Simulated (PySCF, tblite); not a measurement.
Species: C5H10F2SSi.
Structure used (GFN2-xTB), in Å, numbered top down from 1:
```
atom  x, y, z in Å
C1     2.768    0.506   -0.074
S2     2.396   -0.430   -1.592
Si3    0.365    0.190   -1.930
C4    -0.633   -0.234   -0.383
C5    -1.175   -1.625   -0.232
F6    -2.532   -1.617    0.012
C7    -0.859    0.665    0.572
C8    -1.618    0.518    1.843
F9    -0.358    1.917    0.402
H10    2.128    0.161    0.732
H11    3.807    0.312    0.169
H12    2.618    1.566   -0.251
H13   -0.064   -0.642   -3.041
H14    0.339    1.624   -2.184
H15   -1.028   -2.207   -1.145
H16   -0.714   -2.151    0.615
H17   -2.679    0.691    1.665
H18   -1.265    1.249    2.568
H19   -1.506   -0.485    2.246
```

Jobs on this species (19 atoms, 88 electrons) with PySCF (density fitting) and tblite. Hardware of each: one thread of an Arm Neoverse V1, on a shared host. The host was shared with other jobs, so the times are rough.

```json
{"level and settings": "GFN2-xTB", "work": "Hessian by finite differences", "basis functions": "–", "SCF cycles": "–", "wall time": "0.92 s"}
{"level and settings": "GFN2-xTB", "work": "L-BFGS relaxation", "basis functions": "–", "SCF cycles": "–", "wall time": "?"}
{"level and settings": "PBE0/pcSseg-1", "work": "shieldings, charges and field gradients", "basis functions": "217", "SCF cycles": "14", "wall time": "49 s"}
```

Fill in the missing figures.

- GFN2-xTB; L-BFGS relaxation: 1.3 s

What do all jobs in the table cost together?

About 51 s; the longest takes about 96 % of that, and about 53 times as long as the shortest.
